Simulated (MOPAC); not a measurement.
Input for MOPAC: PM3 on BiBrH2 (SMILES [Br][BiH2]), a point of a bond scan (R = 2.702 Å).

```
PM3 1SCF PRECISE CHARGE=0 THREADS=1
BiBrH2

Bi    -0.43377418 1    -0.48629616 1     0.40451161 1
H     -2.63105815 1     0.00822657 1    -1.08777909 1
H     -0.03488637 1    -1.88034559 1    -0.66401785 1
Br     1.08390780 1     1.21141547 1    -0.92343133 1
```

The log:

```
*******************************************************************************
 **                                                                           **
 **                              MOPAC v23.2.5                                **
 **                                                                           **
 *******************************************************************************
 ** MOPAC's Digital Object Identifier: https://doi.org/10.5281/zenodo.6511958 **
 **                                                                           **
 ** Please cite the open-source release paper for use of this MOPAC version:  **
 ** J. E. Moussa and J. J. P. Stewart (2026)                                  **
 ** MOPAC: An open-source semiempirical molecular orbital program             **
 ** J. Open Source Softw., 11(119), 8025, https://doi.org/10.21105/joss.08025 **
 *******************************************************************************

                              PM3 CALCULATION RESULTS

 *******************************************************************************
 *  PM3        - The PM3 Hamiltonian to be used
 *
 *
 *
 *                 CHARGE ON SYSTEM = 0
 *
 *
 *
 *  PRECISE    - TIGHTER CRITERIA TO BE USED
 *  1SCF       - DO 1 SCF AND THEN STOP
 *  THREADS=1  - MULTI-THREADING NOT USED
 *  T=         - A TIME OF 172800.0 SECONDS REQUESTED
 *  DUMP=N     - RESTART FILE WRITTEN EVERY 7200.0 SECONDS REQUESTED
 *******************************************************************************
PM3 1SCF PRECISE CHARGE=0 THREADS=1
 BiBrH2

   ATOM   CHEMICAL          X               Y               Z
  NUMBER   SYMBOL      (ANGSTROMS)     (ANGSTROMS)     (ANGSTROMS)

     1      Bi         -0.43377418  *  -0.48629616  *   0.40451161  *
     2       H         -2.63105815  *   0.00822657  *  -1.08777909  *
     3       H         -0.03488637  *  -1.88034559  *  -0.66401785  *
     4      Br          1.08390780  *   1.21141547  *  -0.92343133  *



          CARTESIAN COORDINATES

    NO.       ATOM           X           Y           Z

     1        Bi         -0.4338     -0.4863      0.4045
     2         H         -2.6311      0.0082     -1.0878
     3         H         -0.0349     -1.8803     -0.6640
     4        Br          1.0839      1.2114     -0.9234

  H: (PM3): J. J. P. STEWART, J. COMP. CHEM. 10, 209 (1989).
 Br: (PM3): J. J. P. STEWART, J. COMP. CHEM. 10, 209 (1989).
 Bi: (PM3): J. J. P. STEWART, J. COMP. CHEM. 12, 320-341 (1991).

           Empirical Formula: H2 Bi Br  =     4 atoms



      MOLECULAR POINT GROUP   :   C1


      RHF CALCULATION, NO. OF DOUBLY OCCUPIED LEVELS = 7


 -------------------------------------------------------------------------------
 PM3 1SCF PRECISE CHARGE=0 THREADS=1
 BiBrH2



     1SCF WAS SPECIFIED, SO BFGS WAS NOT USED
     SCF FIELD WAS ACHIEVED


                              PM3 CALCULATION
                                                       MOPAC v23.2.5 Linux




          FINAL HEAT OF FORMATION =         56.06440 KCAL/MOL =     234.57345 KJ/MOL


          COSMO AREA              =        120.65 SQUARE ANGSTROMS
          COSMO VOLUME            =        112.13 CUBIC ANGSTROMS

          IONIZATION POTENTIAL    =          9.576370 EV
          HOMO LUMO ENERGIES (EV) =         -9.576 -1.570
          NO. OF FILLED LEVELS    =          7
          MOLECULAR WEIGHT        =        290.9002         POINT GROUP:  C1

          MOLECULAR DIMENSIONS (Angstroms)

            Atom       Atom       Distance
           Br     4    H     2     3.90841
            H     3    H     2     2.61931
           Bi     1    H     2     1.24657


          SCF CALCULATIONS        =          1





   ATOM   CHEMICAL          X               Y               Z
  NUMBER   SYMBOL      (ANGSTROMS)     (ANGSTROMS)     (ANGSTROMS)

     1      Bi         -0.43377418  *  -0.48629616  *   0.40451161  *
     2       H         -2.63105815  *   0.00822657  *  -1.08777909  *
     3       H         -0.03488637  *  -1.88034559  *  -0.66401785  *
     4      Br          1.08390780  *   1.21141547  *  -0.92343133  *

                             CARTESIAN COORDINATES

   1   Bi       -0.433774180    -0.486296160     0.404511610
   2    H       -2.631058150     0.008226570    -1.087779090
   3    H       -0.034886370    -1.880345590    -0.664017850
   4   Br        1.083907800     1.211415470    -0.923431330


           Empirical Formula: H2 Bi Br  =     4 atoms



      MOLECULAR POINT GROUP   :   C1


                  EIGENVALUES
 -17.03859 -13.29658 -12.04321 -11.51431 -11.28161 -10.50238  -9.57637  -1.56996
  -1.06609   0.19368


              NET ATOMIC CHARGES AND DIPOLE CONTRIBUTIONS

  ATOM NO.   TYPE          CHARGE      No. of ELECS.   s-Pop       p-Pop
    1         Bi           0.655454        4.3445     1.97356     2.37099
    2          H          -0.055385        1.0554     1.05538
    3          H          -0.136733        1.1367     1.13673
    4         Br          -0.463336        7.4633     1.90418     5.55916
 DIPOLE           X         Y         Z       TOTAL
 POINT-CHG.    -3.055    -2.994     4.054     5.894
 HYBRID        -0.103    -0.261    -0.102     0.299
 SUM           -3.158    -3.255     3.952     6.016


          ATOMIC ORBITAL ELECTRON POPULATIONS

     Atom    s        px        py        pz
    1 Bi   1.97356   0.84826   0.79072   0.73201
    2  H   1.05538
    3  H   1.13673
    4 Br   1.90418   1.84919   1.81752   1.89246

 **********************
 *                    *
 * JOB ENDED NORMALLY *
 *                    *
 **********************




 == MOPAC DONE ==
```

The run finished.

Cost: about 0.04 core-seconds (a rough figure).
